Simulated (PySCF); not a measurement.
A side-by-side comparison of computed properties.

First species: C3H5N3Si.
Bonds: C1–Si2, Si2–N3, Si2–C4, C4–N5 (triple), Si2–C6, C6–N7 (triple). Hydrogens: H8, H9, H10 on C1; H11, H12 on N3.

Second species: C₃H₉ClO₃Si.
SMILES: `CO[Si](Cl)(OC)OC`

Levels: PBE0/def2-SVPD for dipole moment, HOMO energy, LUMO energy, HOMO–LUMO gap, static isotropic polarisability and electronic spatial extent ⟨r²⟩ about the centre of nuclear charge; TDDFT PBE0/def2-SVPD for lowest singlet excitation; TDA PBE0/def2-SVPD for lowest triplet excitation (Tamm–Dancoff); GFN2-xTB for rotational constant A and rotational constant C. Geometries: GFN2-xTB. Each species is one conformer at its optimised geometry, gas phase, non-relativistic unless stated; the electronic structure was computed with PySCF and density fitting.

Dipoles, sizes and rotational constants follow the conformer. The torsions of the flexible species, by atom-mapped SMILES:
- `[CH3:1][Si:2]([NH2:3])([C:4]#[N:5])[C:6]#[N:7]`: H–N3–Si2–C1 -170°, H–N3–Si2–C1 43°
- `[CH3:1][O:2][Si:3]([Cl:4])([O:5][CH3:6])[O:7][CH3:8]`: C1–O2–Si3–Cl4 -61°, O2–Si3–O5–C6 177°, O2–Si3–O7–C8 59°

Values for the first species:

| Property | Result |
| --- | --- |
| Dipole moment | 5.21 D |
| HOMO energy | -8.77 eV |
| LUMO energy | -1.31 eV |
| HOMO–LUMO gap | 7.46 eV |
| Lowest singlet excitation | 6.14 eV |
| Lowest triplet excitation (Tamm–Dancoff) | 5.64 eV |
| Static isotropic polarisability | 73.0 au |
| Electronic spatial extent ⟨r²⟩ about the centre of nuclear charge | 955 bohr² |
| Rotational constant A | 2.281 GHz |
| Rotational constant C | 1.407 GHz |

(1) Estimate the same properties for the second species, and the change in each.

Results:

(1) 
```csv
property,first,second,second less first
dipole moment,5.21 D,0.25 D,-4.96 D
HOMO energy,-8.77 eV,-8.48 eV,+0.29 eV
LUMO energy,-1.31 eV,0.36 eV,+1.67 eV
HOMO–LUMO gap,7.46 eV,8.84 eV,+1.38 eV
lowest singlet excitation,6.14 eV,7.71 eV,+1.57 eV
lowest triplet excitation (Tamm–Dancoff),5.64 eV,7.53 eV,+1.89 eV
static isotropic polarisability,73.0 au,83.2 au,+10.2 au
electronic spatial extent ⟨r²⟩ about the centre of nuclear charge,955 bohr²,1412 bohr²,+457 bohr²
rotational constant A,2.281 GHz,1.279 GHz,-1.002 GHz
rotational constant C,1.407 GHz,1.094 GHz,-0.313 GHz
```

On the first: S1 lies 1.32 eV below the HOMO–LUMO gap; its leading configuration is HOMO→LUMO, weight 0.97. The principal polarisabilities are 64.1, 74.8 and 79.9 au; their mean is the isotropic value.

On the second: The vertical singlet–triplet gap S1 − T1 is 0.18 eV (TDDFT singlet less Tamm–Dancoff triplet). No computed singlet falls in the visible range (750 to 380 nm, 1.65 to 3.26 eV); S1 lies 4.45 eV above its blue end.
